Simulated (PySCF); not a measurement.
Compound: (ClSi)4S6 adamantane, Cl₄S₆Si₄.
Geometry (PBE0-D3(BJ)/def2-SVP, Å), atoms numbered from 1 in this order:
```xyz
14
Cl4S6Si4 angstrom
Si    -1.603   -0.913   -0.839
Cl    -3.211   -1.825   -1.696
S     -0.626    0.117   -2.433
Si     1.019    1.023   -1.416
Cl     2.042    2.053   -2.847
S      0.417    2.482    0.023
Si    -0.633    1.277    1.441
Cl    -1.270    2.573    2.880
S     -2.409    0.400    0.641
S      0.624   -0.129    2.447
Si     1.212   -1.401    0.832
Cl     2.437   -2.810    1.654
S     -0.423   -2.490   -0.010
S      2.405   -0.402   -0.634
```

Method used: PySCF 2.14.0, density-fitted response routines, TDDFT PBE0/def2-SVPD, vertical, gas phase, core orbitals frozen in the response.

Transition dipole moments from the ground state, in atomic units and in the frame of the coordinates above (overall signs are arbitrary), for the states with f of 0.002 or more among the lowest 6:

| state | E (eV) | μx | μy | μz |
| --- | --- | --- | --- | --- |
| S4 | 4.880 | -0.001 | -0.119 | -0.101 |
| S5 | 4.881 | 0.143 | -0.042 | 0.047 |
| S6 | 4.885 | 0.064 | 0.093 | -0.111 |

(1) What oscillator strength does each state have?

(2) What is the point group, and which symmetry does each of these states have?

(3) How is the summed strength of these states shared among x, y and z?

(4) What peak molar absorption coefficient would the strongest computed level give as a lone Gaussian band 0.4 eV wide at half height?

Results:

(1) f = (2/3) ΔE |μ|² with ΔE in hartree (27.2114 eV).

```tsv
state	|μ|² (au)	|μ| (D)	f
S4	0.024	0.40	0.003
S5	0.025	0.40	0.003
S6	0.025	0.40	0.003
```

(2) Td. The ground state is totally symmetric, so the direction of μ fixes the label. Every allowed level is T2, three states with equal energy: S4/S5/S6.

(3) (2/3) Σ ΔE μα² gives 0.003 for x, 0.003 for y and 0.003 for z, 0.009 in all.

(4) ε(max) = 2.175×10⁸ f / FWHM, with the width in cm⁻¹. S4/S5/S6 (f summed): 2.175×10⁸ × 0.0089 / 3226 ≈ 600 L mol⁻¹ cm⁻¹.

S4/S5/S6 coincide within about 0.01 eV; within a degenerate level the directions of the single components are arbitrary.

One conformer stands for the species.
